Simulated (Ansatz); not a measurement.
C7H9N can be A, `N#CC1C=CCCC1`, or B, `Cc1ccc(N)cc1`.

Calculated with Ansatz (gas phase, PBE0-D4/def2-TZVP geometries, no zero-point term in ΔE). CBS: MP2 limit from def2 TZ/QZ plus the TZ coupled-cluster correction, frozen cores. DFT in def2-TZVPP. One conformer a species, not always the lowest.

A:

```xyz
17

N    -0.272   -1.378    2.973
C     0.142   -0.660    2.176
C     0.651    0.252    1.152
C     1.414   -0.520    0.103
C     0.954   -0.702   -1.128
C    -0.376   -0.219   -1.607
C    -1.270    0.237   -0.463
C    -0.485    1.074    0.531
H     1.345    0.929    1.664
H     2.376   -0.926    0.398
H     1.575   -1.236   -1.842
H    -0.865   -1.015   -2.179
H    -0.221    0.600   -2.322
H    -1.682   -0.637    0.052
H    -2.121    0.805   -0.848
H    -1.132    1.465    1.319
H    -0.033    1.931    0.022
```

B:

```xyz
17

C     2.271   -1.307   -0.671
C     1.012   -0.584   -0.299
C     0.769   -0.178    1.009
C    -0.377    0.517    1.355
C    -1.334    0.833    0.391
N    -2.460    1.577    0.720
C    -1.101    0.426   -0.922
C     0.049   -0.268   -1.252
H     2.111   -1.975   -1.520
H     2.646   -1.907    0.161
H     3.066   -0.609   -0.952
H     1.494   -0.413    1.783
H    -0.534    0.820    2.385
H    -2.737    1.525    1.686
H    -3.243    1.462    0.097
H    -1.832    0.657   -1.691
H     0.200   -0.576   -2.282
```

Task: Which isomer does CCSD(T)/CBS put lower? Give the gap. (Best estimate.)

Result: The calculation gave: B, by 18.1 kcal/mol.

Task: Give E(B) − E(A) in kcal/mol with HF/def2-TZVPP, ωB97M-V, PBE-D4, CCSD/def2-TZVPP, CCSD(T)/def2-SVP, LDA (SPW92), BLYP-D4. (Best estimate.)

Result: The calculation gave: HF/def2-TZVPP -14.6, ωB97M-V -19.9, PBE-D4 -27.8, CCSD/def2-TZVPP -13.6, CCSD(T)/def2-SVP -13.1, LDA (SPW92) -33.9, BLYP-D4 -26.1. None reverses the order clearly.

Largest T1 diagnostic: 0.011.

From PBE to PBE0 (25 % exact exchange), in def2-TZVPP and without D4, E(B) − E(A) moves by +1.3 kcal/mol. In def2-TZVPP, CCSD(T) changes the Hartree–Fock value by −1.2 kcal/mol (the triples alone add −2.1 kcal/mol) and MP2 by −5.7 kcal/mol.
